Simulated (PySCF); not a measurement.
## C₆ coefficients of unlike pairs at BLYP

Calculated with PySCF 2.14 from the dipole response of each species, C₆(A,B) = (3/π) ∫ α_A(iu) α_B(iu) du, in atomic units, from isotropic polarisabilities. For ions this is the dispersion term alone; charge-induced terms of lower order in 1/R come first.

| species | configuration | basis | relativity | α (bohr³) | C₆ (like pair) |
| --- | --- | --- | --- | --- | --- |
| Xe⁺ | [Kr] 4d10 5s2 5p5 (2P) | aug-cc-pVQZ-PP with ECP28MDF (7s7p5d3f2g) | core potential | 18.52 | 159.2 |
| Se²⁺ | [Ar] 3d10 4s2 4p2 (3P) | x2c-QZVPPall with one added diffuse shell each of s, p, d, f type (12s9p6d5f1g) | spin-free X2C | 9.205 | 43.13 |
| Be²⁺ | 1s2 (1S) | aug-cc-pVQZ with one added diffuse shell each of s, p, d, f, g type (7s6p5d4f3g) | none | 0.05376 | 0.01087 |

Question: Estimate C₆ for Se²⁺ with Xe⁺.

Answer: The integral gives 82.74. The combination rule 2 C_A C_B / (C_A α_B/α_A + C_B α_A/α_B) gives 82.77 and the geometric mean 82.85.

No spin-orbit coupling is included.

The other pairs:

```
      pair      C₆
 Be²⁺, Xe⁺  0.8821
Be²⁺, Se²⁺  0.4813
```
